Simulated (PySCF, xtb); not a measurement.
silanone (H₂OSi), SMILES O=[SiH2].

GFN2-xTB (xtb) at its own geometry gives an orbital gap of 4.76 eV and a dipole moment of 3.77 D.

Geometry optimised at ωB97X-D3(BJ)/def2-TZVP.

**Question.** What does PySCF with PBE/def2-TZVPD give? (Estimate from the structure and the level; the computed values follow.)

**Answer.** gap 3.65 eV (levels -6.83 and -3.18 eV), dipole 3.47 D.
